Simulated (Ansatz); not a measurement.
Molecule: CrO₃, net charge 0, singlet state. 
Coordinates optimised at B3LYP-D3(BJ)/def2-TZVP (Ansatz, a quantum-chemistry and plane-wave program):
SMILES: [Cr](=[O])(=[O])=[O]
```xyz
4

Cr    -0.0939     0.0805     0.1164
O     -0.9681    -1.1914    -0.2050
O      0.0022     1.1476    -1.0401
O      1.2477    -0.1977     0.8960
```
Charge 0, spin multiplicity 1.

Basis-set convergence of Hartree-Fock and MP2 correlation energies (hartree) with Ansatz. Cores are frozen in the correlated levels unless marked. Spin-orbit coupling is left out. The frozen core is the preceding noble-gas configuration, with the filled d and f shells of earlier blocks. No relativistic terms. The program attaches cautions to a run behind MP2/def2-SVP: large difference.

The Hartree-Fock reference is unstable (checked in the largest basis), which strains HF and MP2. The T1 diagnostic of CCSD in the largest basis is 0.051, which is high, so the coupled-cluster rows are less sure than usual.

```csv
basis,functions,E(HF),"E(corr, MP2)"
def2-SVP,73,-1267.19621,-1.13488
def2-TZVPP,157,?,?
```

Some entries are withheld; supply them.


- def2-TZVPP, E(HF): -1267.66429
- def2-TZVPP, E(corr, MP2): -1.31664
